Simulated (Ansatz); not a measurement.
Cost and result for the atomization energy of `C[O][Sn]([OH])([F])[Cl]` (10 atoms, 9 bonds).

```csv
atom,x (Å),y (Å),z (Å)
C1,-1.687,-0.149,-0.553
O2,-0.590,-1.006,-0.286
Sn3,1.029,-0.314,0.490
O4,1.891,0.902,-0.741
F5,2.138,-1.823,0.773
Cl6,0.696,0.702,2.527
H7,-1.437,0.621,-1.290
H8,-2.062,0.335,0.356
H9,-2.485,-0.772,-0.962
H10,2.507,1.504,-0.314
```

The species carries charge 0 and has multiplicity 1. Correlated methods include outer-core shells of Sn, which these sets cover unevenly. Sn: def2 effective core potential. The structure was optimised at the PBE0-D4/def2-TZVP level. It is one conformer, not always the lowest. Program: Ansatz. All runs use 2 threads of an AMD EPYC 7R13 on a shared host and a share of an NVIDIA H100 80 GB. Times are those of one run each, without the atoms' runs, and a repeat can differ threefold. Electronic energies, without spin–orbit coupling; frozen cores. CCSD(T)/CBS adds CCSD(T) − MP2 in def2-TZVPP to the MP2 limit, and its time is that of the two runs behind it. T1 = 0.014. With those shells the extrapolation isn't a true limit. B3LYP takes the VWN-RPA correlation (the form of Gaussian; ORCA's B3LYP/G). HSE06 is the plane-wave form, built on full-range PBE exchange.

CCSD(T)/CBS is a level of theory with its own doubt, some kJ/mol a heavy atom from the limit and from the frozen cores, so smaller differences don't rank the functionals.

| level | functions | wall time | atomization (kcal/mol) | difference from CCSD(T)/CBS | per bond |
| --- | --- | --- | --- | --- | --- |
| PBE-QIDH/def2-TZVPP | 272 | 2.1 s | 827.9 | -22.4 | -2.5 |
| HSE06-D4/def2-TZVPP | 272 | 2.2 s | 833.5 | -16.8 | -1.9 |
| B2PLYP/def2-TZVPP | 272 | 2.3 s | 827.6 | -22.7 | -2.5 |
| CCSD(T)/def2-SVP | 120 | 2.3 s | 774.8 | -75.5 | -8.4 |
| revPBE-D4/def2-TZVPP | 272 | 2.7 s | 832.4 | -17.9 | -2.0 |
| CAM-B3LYP-D4/def2-TZVPP | 272 | 2.7 s | 840.0 | -10.3 | -1.1 |
| LDA (SPW92)/def2-TZVPP | 272 | 2.9 s | 984.0 | 133.7 | 14.9 |
| MP2/def2-QZVPP | 500 | 3.2 s | 862.7 | 12.4 | 1.4 |
| r2SCAN-D4/def2-TZVPP (with forces) | 272 | 3.7 s | 843.0 | -7.3 | -0.8 |
| B97M-V/def2-TZVPP | 272 | 3.8 s | 846.7 | -3.6 | -0.4 |
| B3LYP-D4/def2-TZVPP (with forces) | 272 | 4.9 s | 832.3 | -18.0 | -2.0 |
| CCSD(T)/def2-TZVPP | 272 | 5.5 s | 818.0 | -32.3 | -3.6 |
| CCSD(T)/CBS(def2) | – | 8.7 s | 850.3 | 0.0 | 0.0 |

From PBE to PBE0 (25 % exact exchange), in def2-TZVPP and without D4, the atomization energy moves by −27.1 kcal/mol: exact exchange takes away binding that semilocal exchange gives to molecules. Leaving LDA and LC-ωPBE aside and taking each functional with its dispersion term where it has one, the values, not all of them listed here, spread over 65.3 kcal/mol, from BHLYP-D4 to PBE-D4. LDA lies +128.8 kcal/mol from PBE without D4, its usual overbinding. At CCSD(T), def2-SVP lies −75.5 kcal/mol from the extrapolated value and def2-TZVPP −32.3 kcal/mol: correlation converges slowly with the basis, and small sets miss more of it in the bonded molecule than in its fragments.

Spin–orbit coupling would lower the free Sn atoms strongly, and the atomization energy with them, by more than many differences here. For some Ge, Se and Sn compounds the MP2-based and the directly extrapolated limit differ by 10 to 25 kJ/mol.
